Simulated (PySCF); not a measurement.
## Ga: ionisation energy

Ga [Ar] 3d10 4s2 4p1 (2P) → Ga⁺ [Ar] 3d10 4s2 (1S), as a difference of total energies. Calculation: PySCF 2.14, in ANO-RCC-VTZP (6s5p3d1f, 43 functions); the spin-free X2C one-electron Hamiltonian (Gaussian nucleus). Correlated levels: valence and next inner shell: [Ne] frozen. The calculations carry no spin-orbit coupling.

| method | ionisation energy (eV) |
| --- | --- |
| UHF | 5.521 |
| MP2 (valence and next inner shell) | 5.729 |
| SCS-MP2 (valence and next inner shell) | 5.680 |
| CCSD (valence and next inner shell) | 5.764 |
| CCSD(T) (valence and next inner shell) | 5.776 |

Q: How much does correlation contribute at CCSD(T) (valence and next inner shell)?

A: 5.776 − (5.521) = 0.255 eV, measured against UHF.

Errors of the correlated levels include the incompleteness of this basis and the frozen core.

For comparison: 5.931 eV (measured; NIST levels, between the centres of gravity of the two terms).
